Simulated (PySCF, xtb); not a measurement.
C6H10, SMILES CC=C=CCC.

GFN2-xTB in xtb at its own geometry gives an orbital gap of 5.35 eV and a dipole moment of 0.23 D.

Geometry optimised at PBE0-D3(BJ)/def2-SVP. The structure was generated by enumeration; whether it is a known compound was not checked. One conformer was computed; it need not be the lowest.

Problem. What does r2SCAN/def2-TZVP (PySCF) give? (An estimate is asked for; the answer gives what the named calculation found.)

Solution. gap 5.91 eV (levels -6.09 and -0.18 eV), dipole 0.29 D.
